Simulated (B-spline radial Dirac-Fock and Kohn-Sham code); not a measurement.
## Compton profile of Ta⁴⁺

System: tantalum as Ta⁴⁺, [Xe] 4f14 5d1.

Level of theory: the impulse approximation on configuration-average Dirac-Fock orbitals; an atomic code on a B-spline grid. pz is in atomic units of momentum; subshell profiles are per electron, for a selection of subshells; open shells are spread over both j values by their weights.

```
 pz   J total   J 1s1/2   J 3d5/2   J 4p3/2   J 5d5/2
  0     7.088    0.0103    0.0337     0.115     0.304
0.2     7.054    0.0103    0.0337     0.115     0.304
0.3     7.010    0.0103    0.0337     0.115     0.304
0.4     6.946    0.0103    0.0337     0.115     0.304
0.5     6.861    0.0103    0.0337     0.115     0.302
0.6     6.753    0.0103    0.0337     0.115     0.300
0.8     6.468    0.0103    0.0337     0.115     0.286
  1     6.107    0.0103    0.0337     0.114     0.258
1.2     5.702    0.0103    0.0337     0.113     0.219
1.4     5.295    0.0103    0.0337     0.112     0.175
1.6     4.919    0.0103    0.0337     0.110     0.132
1.8     4.595    0.0103    0.0337     0.107    0.0954
  2     4.327    0.0103    0.0337     0.104    0.0662
2.5     3.849    0.0103    0.0337    0.0926    0.0238
  3     3.503    0.0103    0.0336    0.0784   0.00864
  4     2.843    0.0103    0.0335    0.0482   0.00395
  5     2.205    0.0102    0.0332    0.0250   0.00374
  7     1.331    0.0101    0.0316   0.00793   0.00171
 10    0.7590   0.00984    0.0261   0.00663  0.000299
 15    0.3736   0.00927    0.0140   0.00198  0.000186
 20    0.2047   0.00855   0.00597  0.000489  0.000112
 30   0.07706   0.00689  0.000931  0.000369  1.98e-05
 40   0.03541   0.00524  0.000161  0.000177  3.44e-06
 60   0.01103   0.00277  8.39e-06  2.79e-05    < 1e-6
100  0.002142  0.000740    < 1e-6  1.32e-06    < 1e-6
```

J(0) = 7.088. The 5p3/2 subshell gives the largest part, 17 %.

Mean momentum ⟨p⟩ by subshell (a.u.): 1s1/2 75.5, 2s1/2 27.0, 2p1/2 35.6, 2p3/2 31.6, 3s1/2 13.6, 3p1/2 16.2, 3p3/2 15.0, 3d3/2 18.1, 3d5/2 17.7, 4s1/2 6.90, 4p1/2 7.74, 4p3/2 7.23, 4d3/2 7.89, 4d5/2 7.71, 4f5/2 7.48, 4f7/2 7.37, 5s1/2 2.70, 5p1/2 2.84, 5p3/2 2.62, 5d3/2 2.29, 5d5/2 2.24.

Values without a named source are computed, but for edge energies of neutral atoms, which are taken from tables.
